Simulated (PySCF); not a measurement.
# Bond curve of ZnO

Set-up: basis Zn def2-TZVPPD, O def2-TZVPPD; no relativity; PySCF 2.14. Energies in eV from Zn + O in their ground configurations at the same level. All curves are PBE0. state 1: ³Π (triplet), unpaired electrons σ ↑, π ↑; state 2: Ms = 0 determinant of mixed spin (⟨S²⟩ near 1.0), unpaired electrons σ ↓, π ↑, a second solution, started from another occupation; state 3: ¹Σ⁺ (singlet), closed shell, a second solution, started from another occupation; state 4: ³Σ⁺ (triplet), unpaired electrons σ ↑↑, a second solution, started from another occupation.

```
R (Å)  state 1  state 2  state 3  state 4
1.609   -0.702   -0.586   -1.074   0.5158
1.684   -1.119   -1.000   -1.202   0.2367
1.759   -1.340   -1.215   -1.163   0.1205
1.815   -1.416   -1.283   -1.062   0.1075
1.871   -1.436   -1.293   -0.920   0.1398
1.927   -1.415   -1.260   -0.752   0.2056
2.002   -1.342   -1.167   -0.505   0.3301
2.095   -1.211   -1.003   -0.183   0.5235
2.208   -1.028   -0.772    0.195   0.7853
2.357   -0.792   -0.460    0.440   1.1501
```

Q: Put a parabola through the three lowest points of the state 1 curve and estimate Re, k and ωe (reduced mass 12.79 u; 1 eV/Å² = 0.16022 mdyn/Å; ωe = 1302.8·√(k/μ) cm⁻¹).

A: Through R = 1.815, 1.871, 1.927 Å the second-order coefficient is 6.54 eV/Å², so Re ≈ 1.870 Å, k ≈ 2.09 mdyn/Å and ωe ≈ 527 cm⁻¹. A polynomial fit of higher order to the unrounded PBE0 energies gives Re = 1.867 Å, k = 2.11 mdyn/Å, ωe = 530 cm⁻¹; anharmonicity and rounding make the difference.

The higher-order fit for each curve: state 1: Re = 1.867 Å, ωe = 530 cm⁻¹, De = 1.44 eV; state 2: Re = 1.854 Å, ωe = 565 cm⁻¹, minimum 1.30 eV below the ground-state fragments; state 3: Re = 1.699 Å, ωe = 755 cm⁻¹, minimum 1.21 eV below the ground-state fragments; state 4: Re = 1.801 Å, ωe = 573 cm⁻¹, minimum 0.106 eV above the ground-state fragments.

⟨S²⟩ of the unrestricted solution departs from its pure value on part of the curve, where spin states mix. The state is the lowest determinant that a PBE0 search found; another state may lie lower at other levels.
